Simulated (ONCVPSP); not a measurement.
## hafnium: one change to an ONCV potential, before and after

```json
{"Element": "Hf (Z = 72)", "Generator": "ONCVPSP 4.0.1", "Type": "optimised norm-conserving Vanderbilt (ONCV)", "Functional": "PBE", "Relativity": "scalar-relativistic", "Frozen core": "[Kr] 4d10 4f14", "Valence charge": "12", "Reference configuration": "5s2 5p6 5d2 (charge +2)", "Partial waves": "5s: rc 1.70 bohr, ncon 4, nbas 8, qcut 8.3 1/bohr, 2 projectors, debl 0.9 Ha; 5p: rc 1.75 bohr, ncon 4, nbas 7, qcut 8.4 1/bohr, 2 projectors, debl 1 Ha; 5d: rc 2.45 bohr, ncon 3, nbas 8, qcut 6.3 1/bohr, 2 projectors, debl 3.9 Ha", "Local potential": "polynomial inside 1.60 bohr (lpopt 2, dvloc0 2 Ha)", "Core correction": "none"}
```

In the s channel the program set the typed energies aside and used -3.017, 0.250 Ha. In the p channel the program set the typed energies aside and used -1.860, 0.250 Ha.

Change: s: rc 2.2. In the s channel the program set the typed energies aside and used -3.017, 0.050 Ha. In the p channel the program set the typed energies aside and used -1.860, 0.250 Ha.

Cutoffs: the cutoffs (Ha) at which the residual kinetic energy of the hardest occupied pseudo-wave falls to 1 and 0.1 mHa per electron; they do not see the model core or the augmentation charge, which bear on the density cutoff. Errors are all-electron minus pseudo energies relative to the spin-unpolarised reference configuration.

What does the change do?

The potential gets neither clearly harder nor softer (22 Ha and 26 Ha → 21 Ha and 26 Ha); the p channel sets the loose cutoff, while the largest relative change is in s, which becomes softer; the errors of the 4 common tests hardly move; neither file shows a bound ghost.

| quantity | base | changed |
| --- | --- | --- |
| cutoff, loose | 22 Ha | 21 Ha |
| cutoff, tight | 26 Ha | 26 Ha |
| loose cutoff by channel | s 22 Ha, p 21 Ha, d 12 Ha | s 18 Ha, p 21 Ha, d 12 Ha |
| bound ghosts | none | none |
| GHOST(+) flags under 300 eV | none | none |
| error for 5s2 5p6 5d2 6s2, meV [ΔE -22.16 eV] | +54 | +55 |
| error for 5s2 5p6 5d2 6s1, meV [ΔE -14.18 eV] | +21 | +22 |
| error for 5s2 5p6 5d1, meV [ΔE 21.79 eV] | -9.4 | -9.4 |
| error for 5s2 5p6 5d3 6s1, meV [ΔE -19.56 eV] | +30 | +32 |
| p: phases at 1.78 bohr within 0.05 rad from the reference energy up to (Ha; the scan ends near 5) | to the end of the scan | to the end of the scan |
| d: phases at 2.49 bohr within 0.05 rad from the reference energy up to (Ha; the scan ends near 5) | to the end of the scan | to the end of the scan |
